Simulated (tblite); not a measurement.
Question: What does the GFN2-xTB structure of InChI=1S/C6H4F2N/c7-4-1-2-5(8)6(9)3-4/h2-3H,9H2 look like in three dimensions? (Doublet state.)

Answer: 
```xyz
13
C6H4F2N angstrom
N      1.9478    0.3666   -0.5859
C      0.6604    0.1127   -0.1848
C      0.2949   -1.1065    0.3834
C     -1.0318   -1.3631    0.7121
F     -1.3357   -2.5503    1.2621
C     -1.9728   -0.4057    0.4664
C     -1.6759    0.8076   -0.0783
C     -0.3518    1.0568   -0.4024
F     -0.0121    2.2560   -0.9390
H      2.1816    1.3272   -0.7754
H      2.6790   -0.1944   -0.1847
H      1.0355   -1.8687    0.5709
H     -2.4236    1.5623   -0.2620
```

Orientation and origin are arbitrary. Atoms count from 1 in this order. The 6-membered ring C2–C3–C4–C6–C7–C8 has internal angles of 117.5° to 123.1° (sum 720°, against 720° for a flat polygon); it is planar, 0.00 Å rms from its mean plane, widest ring torsion 1°. C7 (carbon bonded to 2 C and H) is planar (angles 122.7°, 119.8° and 117.5°, sum 360.0°, 0.00 Å off the plane of its three neighbours). C8 (carbon bonded to 2 C and F) is planar (angles 122.2°, 119.4° and 118.4°, sum 360.0°, 0.00 Å off the plane of its three neighbours). C4 (carbon bonded to 2 C and F) is planar (angles 122.5°, 119.1° and 118.4°, sum 360.0°, 0.00 Å off the plane of its three neighbours).

Bonds between heavy atoms (Å): N1–C2 1.372, C2–C3 1.394, C3–C4 1.391, C4–F5 1.343, C4–C6 1.365, C6–C7 1.363, C7–C8 1.386, C8–F9 1.357, C2–C8 1.401.

Structure optimised with GFN2-xTB, isolated species. This method treats the open shell by occupation alone, without spin polarisation.

Point group: near Cs, missed by 0.26 Å at most; the miss may be what the optimiser left on a soft mode. Its GFN2-xTB frequencies are all real (lowest 133 cm⁻¹). Torsions: H–N1–C2–C3 -166° and -21°.

Hardware: one thread, Arm Neoverse V2 (aarch64) (shared host). Cost: 0.17 s. These figures are those of the optimisation.

One conformer stands for the species.

These are computed values.
